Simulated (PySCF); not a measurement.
# Basis and Hamiltonian dependence of the excitation energy of Si⁺

Si⁺ [Ne] 3s2 3p1 (2P) → Si⁺ [Ne] 3s1 3p2 (4P). All values are computed (PySCF 2.14, energy differences of UHF-based or UKS calculations, no spin-orbit coupling). Values in eV.

```csv
basis,Hamiltonian,functions,UHF,r2SCAN,PBE0,MP2 (valence),CCSD(T) (valence),CCSD(T) (valence and next inner shell)
x2c-TZVPPall,spin-free X2C,42,3.940,4.709,5.132,4.788,5.140,5.264
aug-cc-pVTZ-DK,spin-free X2C,50,3.946,4.719,5.136,4.804,n/a,n/a
"x2c-TZVPPall with one added diffuse shell each of s, p, d type",spin-free X2C,51,3.937,4.709,5.131,4.789,5.140,5.264
x2c-QZVPPall,spin-free X2C,70,3.926,4.704,5.118,4.843,5.161,5.299
aug-cc-pCVTZ-DK,spin-free X2C,75,3.945,4.725,5.138,4.811,5.159,5.275
def2-QZVPPD,non-relativistic,76,3.870,4.647,5.059,4.787,5.108,5.244
aug-cc-pVQZ-DK,spin-free X2C,84,3.930,4.703,5.122,4.842,5.162,n/a
dyall-av3z,spin-free X2C,84,3.926,4.703,5.120,4.799,5.145,n/a
"x2c-QZVPPall with one added diffuse shell each of s, p, d, f type",spin-free X2C,86,3.926,4.704,5.118,4.844,5.162,5.300
aug-cc-pV(Q+d)Z,non-relativistic,89,3.874,4.645,5.063,4.788,5.110,n/a
"aug-cc-pCVTZ-DK with one added diffuse shell each of s, p, d, f type",spin-free X2C,91,3.944,4.725,5.138,4.812,5.159,5.275
dyall-acv3z,spin-free X2C,113,3.927,4.704,5.120,4.812,5.150,n/a
dyall-acv3z,non-relativistic,113,3.870,4.647,5.061,4.756,5.097,n/a
```

**Question.** Estimate the row for dyall-av2z (non-relativistic, 50 functions).

**Answer.** From the rows with the same Hamiltonian and similar size; the calculation gives UHF 3.91; r2SCAN 4.67; PBE0 5.09; MP2 (valence) 4.67; CCSD(T) (valence) 5.07 (eV).

Frozen in the all-electron rows: valence: [Ne]; valence and next inner shell: 1s2.

Reference for a calculation without spin-orbit coupling: 5.308 eV (measured, between term centres; NIST).
